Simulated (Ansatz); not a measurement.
System: GeSe, net charge 0, singlet state. 
Coordinates optimised at B3LYP-D3(BJ)/def2-TZVP (Ansatz, a program for electronic structure):
SMILES: [Ge]=[Se]
```xyz
2

Ge     0.0000     0.0000    -1.1111
Se     0.0000     0.0000     1.0458
```
Charge 0, spin multiplicity 1.

Property: vertical electron affinity (to the doublet state of charge -1; a negative value means that the extra electron is unbound and the number depends on the basis; each state is the SCF solution reached for its spin; for the singlet T1 is 0.025), in eV. Correlated levels leave the core frozen unless marked. Open shells are spin-unrestricted. No spin-orbit coupling. Frozen are the shells of the preceding noble gas and the d and f shells that filled before the atom's block. Non-relativistic. Anions need diffuse functions: aug- sets have them; def2-D sets add few. CBS(X,Y): correlation extrapolated as X^-3; Hartree-Fock from the larger set.

```json
[
 {"level": "SVWN5/def2-TZVPD", "program": "Ansatz", "vertical electron affinity (eV)": "0.66"},
 {"level": "PBE/def2-TZVPD", "program": "Ansatz", "vertical electron affinity (eV)": "0.57"},
 {"level": "r2SCAN/def2-TZVPD", "program": "Ansatz", "vertical electron affinity (eV)": "0.72"},
 {"level": "B3LYP/def2-TZVPD", "program": "Ansatz", "vertical electron affinity (eV)": "0.64"},
 {"level": "PBE0/def2-TZVPD", "program": "Ansatz", "vertical electron affinity (eV)": "0.70"},
 {"level": "CAM-B3LYP/def2-TZVPD", "program": "Ansatz", "vertical electron affinity (eV)": "0.72"},
 {"level": "wB97M-V/def2-TZVPD", "program": "Ansatz", "vertical electron affinity (eV)": "0.64"},
 {"level": "wB97X/def2-TZVPD", "program": "Ansatz", "vertical electron affinity (eV)": "0.68"},
 {"level": "CCSD/aug-cc-pVDZ", "program": "Ansatz", "vertical electron affinity (eV)": "___"},
 {"level": "CCSD/def2-SVPD", "program": "Ansatz", "vertical electron affinity (eV)": "___"},
 {"level": "CCSD/aug-cc-pVTZ", "program": "Ansatz", "vertical electron affinity (eV)": "___"},
 {"level": "CCSD/def2-TZVPPD", "program": "Ansatz", "vertical electron affinity (eV)": "___"},
 {"level": "CCSD/aug-cc-pVQZ", "program": "Ansatz", "vertical electron affinity (eV)": "0.66"},
 {"level": "CCSD/def2-QZVPPD", "program": "Ansatz", "vertical electron affinity (eV)": "0.61"},
 {"level": "CCSD(T)/CBS(aug-cc-pVTZ,aug-cc-pVQZ)", "program": "Ansatz", "vertical electron affinity (eV)": "0.66"}
]
```

Some entries are withheld; supply them.


- CCSD/aug-cc-pVDZ, vertical electron affinity (eV): 0.48
- CCSD/def2-SVPD, vertical electron affinity (eV): 0.38
- CCSD/aug-cc-pVTZ, vertical electron affinity (eV): 0.62
- CCSD/def2-TZVPPD, vertical electron affinity (eV): 0.52
